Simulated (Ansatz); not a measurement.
(HMg-mu-Cl)2 (Mg₂H₂Cl₂). The state is a triplet with charge 0. Geometry PBE0-D4/def2-SVP, that of the neutral singlet; atoms count from 1.

```xyz
6

Mg   -0.3733   -0.0682   -1.6448
H    -0.7419   -0.1339   -3.2896
Cl   -0.8009    1.5051    0.1194
Mg    0.3725    0.0677    1.6450
H     0.7493    0.1379    3.2877
Cl    0.7943   -1.5087   -0.1177
```

At PBE0-D4/def2-TZVP a singlet of charge 0 lies 5.42 eV below the triplet at the same geometry.

(1) Estimate the Mulliken populations from the PBE0/def2-TZVP orbitals of Ansatz.

(2) Where does the spin sit?

(3) And the Mayer bond orders between heavy atoms (over 0.3)?

Results:

(1) 
```tsv
atom	charge (e)	spin (α − β)
Mg1	0.50	0.13
H2	-0.14	0.03
Cl3	-0.44	0.03
Mg4	0.30	1.02
H5	0.22	0.76
Cl6	-0.44	0.03
```
Mulliken values depend strongly on the basis.

(2) Summed by element: Mg 1.14, H 0.80, Cl 0.06, of 2 unpaired in all. Largest on single atoms: Mg4 1.02, H5 0.76, Mg1 0.13.

(3) Mg1–Cl3 0.44 (2.40 Å); Mg1–Cl6 0.44 (2.40 Å); Cl3–Mg4 0.48 (2.40 Å); Mg4–Cl6 0.48 (2.40 Å).
